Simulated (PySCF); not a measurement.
Compound: C6H11O4P.
SMILES with atom numbers: `[O:1]=[P:2]1([O:3][CH:4]2[CH2:5][CH2:6][CH2:7]2)[O:8][CH2:9][CH2:10][O:11]1`

NICS is the negative of the GIAO shielding at a point without a nucleus: at the ring centre (0) and 1 Å above and below it (1); zz is the component along the ring normal. Level: GIAO PBE0/pcSseg-1 (PySCF, non-relativistic, gas phase) on the GFN2-xTB geometry, one conformer.

Ring bond lengths (Å), with Mayer bond orders in brackets: P2–O8 1.616 (0.98), O8–C9 1.407 (0.89), C9–C10 1.549 (1.02), C10–O11 1.409 (0.88), O11–P2 1.610 (0.99); C4–C5 1.535 (1.02), C5–C6 1.538 (1.05), C6–C7 1.537 (1.05), C7–C4 1.535 (1.02).

Problem. What do the NICS probes read (ppm)?

Solution. 
```json
{"ring": "P2–O8–C9–C10–O11", "type": "5-membered ring with 2 O and P; formal bonds all single", "NICS(0)": "-8.5", "NICS(1), two faces": "-3.0 / -2.9", "NICS(1)zz, two faces": "-5.5 / -4.7", "rms pucker (Å)": "0.12", "centre to ring atoms, mean (Å)": "1.28"}
{"ring": "C4–C5–C6–C7", "type": "4-membered carbocycle; formal bonds all single", "NICS(0)": "-1.3", "NICS(1), two faces": "-2.0 / -0.2", "NICS(1)zz, two faces": "0.7 / 5.4", "rms pucker (Å)": "0.09", "centre to ring atoms, mean (Å)": "1.08"}
```

Problem. What can be read from them?

Solution. 
- P2–O8–C9–C10–O11: mean NICS(1)zz -5.1 ppm, shielded. P2, C9, C10 have four or more neighbours, so the value isn't read as a sign of a π ring current. NICS(0) lies 6 ppm below the mean NICS(1).
- C4–C5–C6–C7: mean NICS(1)zz 3.1 ppm, deshielded. C4, C5, C6, C7 have four or more neighbours; no verdict on aromaticity is drawn. The two faces differ by 4.7 ppm, so no symmetry operation interchanges them.

Problem. Give the inner angles of the rings and the Hirshfeld charges of the ring atoms.

Solution. 
- P2–O8–C9–C10–O11: P2 96.1° (+0.551 e), O8 109.8° (-0.178 e), C9 106.9° (+0.007 e), C10 107.3° (+0.010 e), O11 112.0° (-0.176 e); sum 532.1° against 540° for a flat convex ring.
- C4–C5–C6–C7: C4 89.6° (+0.051 e), C5 89.0° (-0.077 e), C6 89.4° (-0.069 e), C7 88.9° (-0.079 e); sum 357.0° against 360° for a flat convex ring.
